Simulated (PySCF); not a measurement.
Vertical excitations of a molecule H₈N₂OSi₂ from TDA-PBE/def2-SVPD in PySCF 2.14.0, as energy in eV (oscillator strength): 5.59 (0.067), 5.78 (0.000), 6.35 (0.002), 6.41 (0.004), 6.56 (0.046), 6.64 (0.007), 6.80 (0.028), 6.92 (0.018), 6.95 (0.035), 7.06 (0.001). Lowest triplet (TDA): 5.35 eV. Coordinates come from a B3LYP-D3(BJ)/def2-SVP optimisation. Other conformers were not sampled.

Which structure fits?
(A) N[SiH2]O[SiH2]N
(B) N[SiH](N)O[SiH3]
(C) N[Si@@H](O)N[SiH3]
(D) N[SiH2][Si@@H](N)O

A, N[SiH2]O[SiH2]N
